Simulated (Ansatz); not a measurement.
Born–Oppenheimer molecular dynamics of C2H6BCl (10 atoms, charge 0, multiplicity 1). It starts from a relaxed structure.

The calculation used RKS B3LYP/6-31G in Ansatz 0.2.0.

```json
{
  "ensemble": "NVE (velocity Verlet)",
  "time step": "1 fs",
  "steps asked": "300",
  "starting velocities drawn for": "300 K",
  "seed": "333906"
}
```

First frame:

```xyz
10
Properties=species:S:1:pos:R:3
B -0.058 -0.003 0.027
C 0.001 0.014 1.589
H -0.982 -0.129 2.050
H 0.692 -0.744 1.980
H 0.395 0.983 1.932
Cl 1.560 -0.030 -0.862
C -1.363 -0.005 -0.829
H -1.843 -0.993 -0.735
H -2.090 0.718 -0.432
H -1.208 0.190 -1.893
```

(1) What does the run give?

(2) What happens to the structure?

(3) How do temperature and energy run in time?

Answers

(1) All steps were run.

```
steps done                                               : 300
time covered                                             : 300 fs
mean temperature over the second half                    : 156 K
spread of the potential energy over the second half      : 3.5 meV per atom
mean potential energy of the second half above the start : 15.3 meV per atom
```

The conserved energy stayed within 0.74 meV per atom of its start (net change 0.32 meV per atom), so the integration is sound. Over the second half the temperature averaged 0.52 of the 300 K drawn at the start: a run that starts near a minimum puts about half its kinetic energy into the potential. A run of 0.3 ps of so small a system gives no equilibrium averages. Limits of this set-up: no polarisation functions.

(2) The same pairs are bonded in the first frame and the last. Pairs count as bonded within 1.25 times the sum of covalent radii (0.12 Å more for H–H). The details hang on the random start.

(3) 
| time (fs) | T (K) | potential energy less start (eV) | conserved less start (meV/atom) |
| --- | --- | --- | --- |
| 0.0 | 300 | 0.000 | 0.00 |
| 15.0 | 178 | 0.128 | 0.20 |
| 30.0 | 113 | 0.199 | 0.62 |
| 45.0 | 173 | 0.137 | 0.58 |
| 60.0 | 216 | 0.091 | 0.34 |
| 75.0 | 172 | 0.135 | 0.34 |
| 90.0 | 156 | 0.154 | 0.48 |
| 105.0 | 144 | 0.165 | 0.41 |
| 120.0 | 214 | 0.091 | 0.22 |
| 135.0 | 175 | 0.134 | 0.48 |
| 150.0 | 152 | 0.158 | 0.51 |
| 165.0 | 230 | 0.075 | 0.17 |
| 180.0 | 191 | 0.115 | 0.23 |
| 195.0 | 98 | 0.215 | 0.67 |
| 210.0 | 161 | 0.149 | 0.51 |
| 225.0 | 205 | 0.100 | 0.22 |
| 240.0 | 184 | 0.122 | 0.25 |
| 255.0 | 155 | 0.155 | 0.49 |
| 270.0 | 151 | 0.159 | 0.49 |
| 285.0 | 204 | 0.101 | 0.17 |
| 300.0 | 202 | 0.105 | 0.32 |

The run took 11 min on 1 thread of Arm Neoverse V1, with other jobs on the host, peak memory 0.11 GiB.
